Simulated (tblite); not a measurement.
A geometry optimisation, step by step.

Compound: C₄H₁₂FNSi₃.
Bonds: F1–Si2, Si2–N3, N3–C4, C4–C5 (double), C5–C6, C6–C7, N3–Si8, Si8–Si9, C5–C7. Hydrogens: H10, H11 on Si2; H12 on C4; H13, H14 on C6; H15, H16 on C7; H17, H18 on Si8; H19, H20, H21 on Si9.

Computed with GFN2-xTB (tblite), gas phase: L-BFGS steps from a force-field or distance-geometry start until the largest atomic force falls under 0.01 eV/Å. 6 of its 278 geometries are shown.

Step 0: E = -749.6108 eV, largest atomic force 2.925 eV/Å
```
atom  x, y, z in Å  |  force x, y, z in eV/Å
F1      1.540   -1.928   -2.771   -0.715  -0.063   1.345
Si2     0.777   -2.031   -1.292   -0.016   0.890   0.613
N3      0.617   -0.429   -0.472    0.902  -0.788  -0.853
C4     -0.550    0.382   -0.715   -0.901  -1.954   1.981
C5     -1.662    0.020   -0.053   -0.144   1.140  -1.413
C6     -2.501   -0.786    0.841    0.349  -0.096   0.826
C7     -3.097    0.404    0.124    0.125   0.369   0.296
Si8     1.950    0.084    0.605   -0.550  -1.451  -0.657
Si9     2.381    2.254    0.520    0.173   1.351   0.343
H10     1.572   -2.841   -0.328   -0.145   0.346  -0.706
H11    -0.576   -2.604   -1.425    0.450   0.282  -0.319
H12    -0.523    1.227   -1.377    0.215   0.092  -0.032
H13    -2.910   -1.753    0.512    0.618   0.367   0.357
H14    -2.257   -0.696    1.933   -0.424  -0.288  -1.100
H15    -3.343    1.318    0.711    0.186  -0.768  -0.636
H16    -3.820    0.142   -0.660    0.403   0.421   0.330
H17     1.711   -0.377    1.984   -0.143  -0.149  -0.050
H18     3.184   -0.618    0.153   -0.348  -0.067   0.067
H19     3.846    2.444    0.654   -0.317   0.141  -0.152
H20     1.854    2.922   -0.677    0.152   0.147   0.116
H21     1.796    2.884    1.733    0.131   0.077  -0.356
```

Step 55: E = -750.3325 eV, largest atomic force 0.088 eV/Å
```
atom  x, y, z in Å  |  force x, y, z in eV/Å
F1      1.446   -1.932   -2.583   -0.016  -0.005  -0.011
Si2     0.648   -2.061   -1.186    0.019  -0.016   0.029
N3      0.719   -0.524   -0.406   -0.030  -0.002  -0.010
C4     -0.399    0.339   -0.510   -0.009   0.027   0.029
C5     -1.583    0.067   -0.025   -0.021  -0.085   0.004
C6     -2.439   -0.851    0.733    0.030  -0.018  -0.001
C7     -2.979    0.453    0.178   -0.021  -0.009   0.023
Si8     2.011    0.019    0.643   -0.011   0.021  -0.040
Si9     2.252    2.304    0.427    0.013   0.013  -0.004
H10     1.396   -3.052   -0.438   -0.017  -0.005   0.012
H11    -0.718   -2.390   -1.545    0.034   0.018  -0.023
H12    -0.218    1.282   -1.016    0.045  -0.001  -0.019
H13    -2.759   -1.778    0.277   -0.004   0.023   0.025
H14    -2.274   -0.926    1.800   -0.041  -0.026  -0.033
H15    -3.204    1.258    0.862   -0.011   0.027   0.045
H16    -3.656    0.402   -0.662   -0.010   0.017  -0.036
H17     1.635   -0.407    2.006    0.001   0.022   0.032
H18     3.164   -0.803    0.269    0.034   0.013  -0.022
H19     3.654    2.728    0.520   -0.016  -0.026   0.015
H20     1.756    2.867   -0.836    0.026   0.012   0.015
H21     1.539    3.022    1.493    0.007   0.001  -0.030
```

Step 111: E = -750.5073 eV, largest atomic force 0.064 eV/Å
```
atom  x, y, z in Å  |  force x, y, z in eV/Å
F1      1.811   -2.339   -1.602    0.020   0.002   0.033
Si2     0.427   -1.936   -0.888    0.002  -0.027  -0.009
N3      0.694   -0.403   -0.127   -0.001  -0.001  -0.013
C4     -0.430    0.349    0.223   -0.008  -0.017   0.013
C5     -1.669   -0.084    0.275   -0.004  -0.004  -0.005
C6     -2.662   -1.160    0.163   -0.009   0.023  -0.032
C7     -3.076    0.261    0.493   -0.008   0.007   0.021
Si8     2.267    0.193    0.403   -0.005   0.002   0.007
Si9     2.494    2.452   -0.037   -0.042  -0.027  -0.040
H10     0.172   -3.013    0.058   -0.003  -0.002  -0.013
H11    -0.502   -1.793   -1.993    0.006   0.019  -0.007
H12    -0.218    1.384    0.469   -0.014  -0.004  -0.022
H13    -2.913   -1.556   -0.812   -0.007   0.023   0.019
H14    -2.719   -1.902    0.949    0.038   0.009   0.008
H15    -3.424    0.486    1.493    0.025  -0.037  -0.016
H16    -3.591    0.827   -0.273    0.002   0.012   0.015
H17     2.363   -0.136    1.840   -0.021   0.013   0.017
H18     3.244   -0.654   -0.278    0.000   0.006  -0.014
H19     3.708    2.945    0.618    0.021   0.005  -0.003
H20     2.607    2.807   -1.458   -0.004  -0.029   0.036
H21     1.404    3.287    0.484    0.011   0.027   0.007
```

Step 166: E = -750.5312 eV, largest atomic force 0.044 eV/Å
```
atom  x, y, z in Å  |  force x, y, z in eV/Å
F1      1.923   -2.369   -1.386    0.005   0.017  -0.009
Si2     0.462   -1.866   -0.942    0.001   0.006   0.013
N3      0.703   -0.420   -0.022   -0.014   0.009  -0.011
C4     -0.423    0.312    0.359   -0.001   0.030  -0.013
C5     -1.669   -0.102    0.331   -0.019  -0.028   0.003
C6     -2.664   -1.146    0.064   -0.005   0.007  -0.024
C7     -3.077    0.218    0.581   -0.016  -0.013  -0.015
Si8     2.250    0.216    0.540    0.005  -0.001   0.002
Si9     2.486    2.398   -0.186   -0.003   0.021   0.015
H10    -0.069   -2.978   -0.170   -0.006  -0.001   0.010
H11    -0.212   -1.545   -2.190   -0.013  -0.011  -0.006
H12    -0.207    1.318    0.702   -0.001  -0.019   0.040
H13    -2.896   -1.397   -0.962   -0.010  -0.008   0.011
H14    -2.735   -1.990    0.737    0.014   0.013  -0.004
H15    -3.428    0.291    1.602    0.029   0.013  -0.007
H16    -3.591    0.890   -0.095    0.020  -0.010   0.007
H17     2.212    0.086    2.012   -0.001  -0.009  -0.005
H18     3.251   -0.722    0.045    0.013  -0.003   0.014
H19     3.829    2.898    0.126   -0.009  -0.013  -0.009
H20     2.286    2.593   -1.627   -0.012   0.002   0.023
H21     1.561    3.330    0.481    0.025  -0.001  -0.035
```

Step 222: E = -750.5453 eV, largest atomic force 0.016 eV/Å
```
atom  x, y, z in Å  |  force x, y, z in eV/Å
F1      2.033   -2.021   -1.407   -0.010  -0.003   0.005
Si2     0.529   -1.721   -0.915    0.005   0.015  -0.001
N3      0.666   -0.382    0.169   -0.006  -0.001   0.000
C4     -0.497    0.245    0.615   -0.004  -0.012   0.006
C5     -1.729   -0.158    0.404   -0.001   0.005   0.004
C6     -2.688   -1.117   -0.156    0.003   0.005  -0.003
C7     -3.155    0.088    0.635    0.000   0.004  -0.005
Si8     2.188    0.315    0.735   -0.006  -0.004  -0.012
Si9     2.604    2.274   -0.419   -0.001   0.009   0.003
H10     0.098   -2.943   -0.256    0.005   0.004  -0.009
H11    -0.173   -1.350   -2.134    0.003  -0.003   0.005
H12    -0.325    1.144    1.196   -0.002  -0.001  -0.003
H13    -2.863   -1.126   -1.223    0.000  -0.004   0.003
H14    -2.778   -2.094    0.300    0.004  -0.001   0.001
H15    -3.561   -0.071    1.625    0.005  -0.002  -0.005
H16    -3.641    0.893    0.099    0.006   0.001   0.006
H17     1.972    0.501    2.183    0.005   0.001   0.007
H18     3.178   -0.753    0.602   -0.003   0.003   0.003
H19     4.021    2.417   -0.769   -0.006  -0.005   0.004
H20     1.843    2.413   -1.667    0.001  -0.004  -0.003
H21     2.269    3.462    0.381    0.003  -0.005  -0.006
```

Step 277: E = -750.5593 eV, largest atomic force 0.010 eV/Å
```
atom  x, y, z in Å  |  force x, y, z in eV/Å
F1      2.167   -1.575   -1.235   -0.003  -0.001   0.002
Si2     0.604   -1.429   -0.866    0.005   0.006  -0.005
N3      0.583   -0.251    0.399   -0.006  -0.006  -0.006
C4     -0.639    0.092    0.975   -0.002   0.003  -0.004
C5     -1.825   -0.281    0.553    0.000  -0.003   0.000
C6     -2.682   -0.987   -0.407    0.008   0.001   0.004
C7     -3.274   -0.218    0.757   -0.003   0.003   0.001
Si8     2.054    0.583    0.912   -0.001  -0.006  -0.001
Si9     2.803    1.979   -0.767   -0.005   0.004  -0.003
H10     0.192   -2.739   -0.391    0.002   0.002  -0.003
H11    -0.002   -0.966   -2.104   -0.001   0.002   0.003
H12    -0.559    0.726    1.849   -0.001   0.003   0.002
H13    -2.800   -0.576   -1.400   -0.001  -0.006  -0.003
H14    -2.725   -2.068   -0.384   -0.001  -0.004   0.003
H15    -3.713   -0.779    1.572    0.001   0.002   0.000
H16    -3.792    0.709    0.549   -0.007  -0.001   0.001
H17     1.635    1.266    2.147    0.002   0.001   0.004
H18     2.986   -0.473    1.328    0.000  -0.002   0.003
H19     3.871    1.387   -1.575    0.007  -0.003  -0.001
H20     1.753    2.396   -1.708    0.002   0.001   0.005
H21     3.354    3.220   -0.205    0.004   0.001  -0.002
```

**Question.** Summarise the path.

**Answer.** The energy falls by 91.52 kJ/mol from step 0 to step 277; nine tenths of that is first reached at step 96. It rises by more than 0.2 meV at steps 71, 193 and 235. The largest force goes from 2.925 to 0.010 eV/Å. Among the bonds Si8–Si9 changes most, from 2.214 to 2.309 Å; the atoms move by 1.763 Å rms after alignment.

**Question.** Follow the three bonds and two angles with the largest change from start to end.

**Answer.** 
```json
{"step": "0", "E above end (kJ/mol)": "91.52", "largest force (eV/Å)": "2.925", "Si8–Si9 (Å)": "2.214", "Si2–N3 (Å)": "1.806", "F1–Si2 (Å)": "1.667", "N3–C4–C5 (°)": "115.8", "Si9–Si8–H18 (°)": "106.8"}
{"step": "12", "E above end (kJ/mol)": "28.78", "largest force (eV/Å)": "0.149", "Si8–Si9 (Å)": "2.300", "Si2–N3 (Å)": "1.728", "F1–Si2 (Å)": "1.613", "N3–C4–C5 (°)": "124.0", "Si9–Si8–H18 (°)": "111.5"}
{"step": "24", "E above end (kJ/mol)": "25.61", "largest force (eV/Å)": "0.096", "Si8–Si9 (Å)": "2.312", "Si2–N3 (Å)": "1.726", "F1–Si2 (Å)": "1.615", "N3–C4–C5 (°)": "124.5", "Si9–Si8–H18 (°)": "112.1"}
{"step": "36", "E above end (kJ/mol)": "23.56", "largest force (eV/Å)": "0.124", "Si8–Si9 (Å)": "2.310", "Si2–N3 (Å)": "1.726", "F1–Si2 (Å)": "1.614", "N3–C4–C5 (°)": "123.7", "Si9–Si8–H18 (°)": "114.3"}
{"step": "48", "E above end (kJ/mol)": "22.43", "largest force (eV/Å)": "0.057", "Si8–Si9 (Å)": "2.307", "Si2–N3 (Å)": "1.724", "F1–Si2 (Å)": "1.614", "N3–C4–C5 (°)": "123.7", "Si9–Si8–H18 (°)": "116.4"}
{"step": "60", "E above end (kJ/mol)": "21.40", "largest force (eV/Å)": "0.077", "Si8–Si9 (Å)": "2.306", "Si2–N3 (Å)": "1.724", "F1–Si2 (Å)": "1.614", "N3–C4–C5 (°)": "123.8", "Si9–Si8–H18 (°)": "116.1"}
{"step": "72", "E above end (kJ/mol)": "17.71", "largest force (eV/Å)": "0.174", "Si8–Si9 (Å)": "2.311", "Si2–N3 (Å)": "1.724", "F1–Si2 (Å)": "1.614", "N3–C4–C5 (°)": "126.5", "Si9–Si8–H18 (°)": "115.4"}
{"step": "84", "E above end (kJ/mol)": "13.17", "largest force (eV/Å)": "0.144", "Si8–Si9 (Å)": "2.313", "Si2–N3 (Å)": "1.728", "F1–Si2 (Å)": "1.613", "N3–C4–C5 (°)": "129.2", "Si9–Si8–H18 (°)": "116.2"}
{"step": "96", "E above end (kJ/mol)": "9.14", "largest force (eV/Å)": "0.183", "Si8–Si9 (Å)": "2.310", "Si2–N3 (Å)": "1.731", "F1–Si2 (Å)": "1.612", "N3–C4–C5 (°)": "128.2", "Si9–Si8–H18 (°)": "115.2"}
{"step": "108", "E above end (kJ/mol)": "5.20", "largest force (eV/Å)": "0.061", "Si8–Si9 (Å)": "2.311", "Si2–N3 (Å)": "1.733", "F1–Si2 (Å)": "1.608", "N3–C4–C5 (°)": "126.3", "Si9–Si8–H18 (°)": "114.2"}
{"step": "120", "E above end (kJ/mol)": "4.49", "largest force (eV/Å)": "0.062", "Si8–Si9 (Å)": "2.311", "Si2–N3 (Å)": "1.731", "F1–Si2 (Å)": "1.607", "N3–C4–C5 (°)": "126.1", "Si9–Si8–H18 (°)": "113.4"}
{"step": "132", "E above end (kJ/mol)": "3.90", "largest force (eV/Å)": "0.046", "Si8–Si9 (Å)": "2.312", "Si2–N3 (Å)": "1.732", "F1–Si2 (Å)": "1.608", "N3–C4–C5 (°)": "126.1", "Si9–Si8–H18 (°)": "113.1"}
{"step": "145", "E above end (kJ/mol)": "3.52", "largest force (eV/Å)": "0.039", "Si8–Si9 (Å)": "2.313", "Si2–N3 (Å)": "1.731", "F1–Si2 (Å)": "1.608", "N3–C4–C5 (°)": "126.3", "Si9–Si8–H18 (°)": "114.7"}
{"step": "157", "E above end (kJ/mol)": "3.27", "largest force (eV/Å)": "0.036", "Si8–Si9 (Å)": "2.311", "Si2–N3 (Å)": "1.731", "F1–Si2 (Å)": "1.609", "N3–C4–C5 (°)": "126.3", "Si9–Si8–H18 (°)": "115.0"}
{"step": "169", "E above end (kJ/mol)": "2.53", "largest force (eV/Å)": "0.052", "Si8–Si9 (Å)": "2.314", "Si2–N3 (Å)": "1.730", "F1–Si2 (Å)": "1.608", "N3–C4–C5 (°)": "126.4", "Si9–Si8–H18 (°)": "115.6"}
{"step": "181", "E above end (kJ/mol)": "2.11", "largest force (eV/Å)": "0.035", "Si8–Si9 (Å)": "2.312", "Si2–N3 (Å)": "1.728", "F1–Si2 (Å)": "1.609", "N3–C4–C5 (°)": "126.5", "Si9–Si8–H18 (°)": "116.2"}
{"step": "193", "E above end (kJ/mol)": "1.92", "largest force (eV/Å)": "0.118", "Si8–Si9 (Å)": "2.314", "Si2–N3 (Å)": "1.729", "F1–Si2 (Å)": "1.608", "N3–C4–C5 (°)": "126.2", "Si9–Si8–H18 (°)": "116.8"}
{"step": "205", "E above end (kJ/mol)": "1.45", "largest force (eV/Å)": "0.029", "Si8–Si9 (Å)": "2.311", "Si2–N3 (Å)": "1.729", "F1–Si2 (Å)": "1.610", "N3–C4–C5 (°)": "126.3", "Si9–Si8–H18 (°)": "116.8"}
{"step": "217", "E above end (kJ/mol)": "1.36", "largest force (eV/Å)": "0.014", "Si8–Si9 (Å)": "2.312", "Si2–N3 (Å)": "1.728", "F1–Si2 (Å)": "1.610", "N3–C4–C5 (°)": "126.4", "Si9–Si8–H18 (°)": "116.9"}
{"step": "229", "E above end (kJ/mol)": "1.27", "largest force (eV/Å)": "0.051", "Si8–Si9 (Å)": "2.313", "Si2–N3 (Å)": "1.728", "F1–Si2 (Å)": "1.610", "N3–C4–C5 (°)": "126.4", "Si9–Si8–H18 (°)": "116.1"}
{"step": "241", "E above end (kJ/mol)": "0.71", "largest force (eV/Å)": "0.045", "Si8–Si9 (Å)": "2.312", "Si2–N3 (Å)": "1.729", "F1–Si2 (Å)": "1.611", "N3–C4–C5 (°)": "126.2", "Si9–Si8–H18 (°)": "116.6"}
{"step": "253", "E above end (kJ/mol)": "0.28", "largest force (eV/Å)": "0.036", "Si8–Si9 (Å)": "2.310", "Si2–N3 (Å)": "1.728", "F1–Si2 (Å)": "1.611", "N3–C4–C5 (°)": "126.3", "Si9–Si8–H18 (°)": "116.6"}
{"step": "265", "E above end (kJ/mol)": "0.07", "largest force (eV/Å)": "0.023", "Si8–Si9 (Å)": "2.308", "Si2–N3 (Å)": "1.729", "F1–Si2 (Å)": "1.612", "N3–C4–C5 (°)": "126.1", "Si9–Si8–H18 (°)": "116.3"}
{"step": "277", "E above end (kJ/mol)": "0.00", "largest force (eV/Å)": "0.010", "Si8–Si9 (Å)": "2.309", "Si2–N3 (Å)": "1.729", "F1–Si2 (Å)": "1.612", "N3–C4–C5 (°)": "126.1", "Si9–Si8–H18 (°)": "115.8"}
```

What follows is the cost of the whole relaxation. Time: 3.2 s wall. Hardware: one thread, Arm Neoverse V1 (aarch64), shared host.
